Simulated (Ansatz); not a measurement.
Ligand exchange: CBrCl3 + CH3F → C2H3Cl3 + BrF

Species: CBrCl3 `ClC(Cl)(Cl)Br`, singlet; CH3F (fluoromethane) `CF`, singlet; C2H3Cl3 (1,1,1-trichloroethane) `CC(Cl)(Cl)Cl`, singlet; BrF, singlet. The partners trade Br for CH3: C–Br and F–CH3 bonds give way to C–CH3 and F–Br.

Shapes, held fixed at every level: PBE0-D4/def2-TZVP. Programs: Ansatz 0.2.0. The zero-point and thermal change to 298 K, harmonic and unscaled (PBE0-D4/def2-TZVP), is +0.8 kJ/mol.

Question: Estimate ΔH(298 K) of this reaction.

Answer: The highest level, CCSD(T)/def2-TZVPP, gives ΔH(298 K) = +78.4 kJ/mol; the levels span +77.0 to +90.0. The column of differences is taken from that level and isn't an error. No measured value is set beside it here. Relativity is left out for Br. Outer-core shells of Br are correlated, in sets that cover them unevenly.

```json
{"level": "SPW92/def2-TZVPP", "kind": "LDA", "ΔH(298 K) (kJ/mol)": "+77.0", "less CCSD(T)/def2-TZVPP": "-1.4"}
{"level": "r2SCAN-D4/def2-TZVPP", "kind": "meta-GGA", "ΔH(298 K) (kJ/mol)": "+77.6", "less CCSD(T)/def2-TZVPP": "-0.8"}
{"level": "PBE0-D4/def2-TZVPP", "kind": "global hybrid", "ΔH(298 K) (kJ/mol)": "+78.4", "less CCSD(T)/def2-TZVPP": "0.0"}
{"level": "r2SCAN0-D4/def2-TZVPP", "kind": "global hybrid", "ΔH(298 K) (kJ/mol)": "+82.1", "less CCSD(T)/def2-TZVPP": "+3.7"}
{"level": "MP2/def2-SVP", "kind": "perturbation theory", "ΔH(298 K) (kJ/mol)": "+86.5", "less CCSD(T)/def2-TZVPP": "+8.1"}
{"level": "MP2/def2-TZVPP", "kind": "perturbation theory", "ΔH(298 K) (kJ/mol)": "+90.0", "less CCSD(T)/def2-TZVPP": "+11.6"}
{"level": "CCSD/def2-SVP", "kind": "coupled cluster or CI", "ΔH(298 K) (kJ/mol)": "+77.2", "less CCSD(T)/def2-TZVPP": "-1.2"}
{"level": "CCSD(T)/def2-TZVPP", "kind": "coupled cluster or CI", "ΔH(298 K) (kJ/mol)": "+78.4", "less CCSD(T)/def2-TZVPP": "0.0"}
```
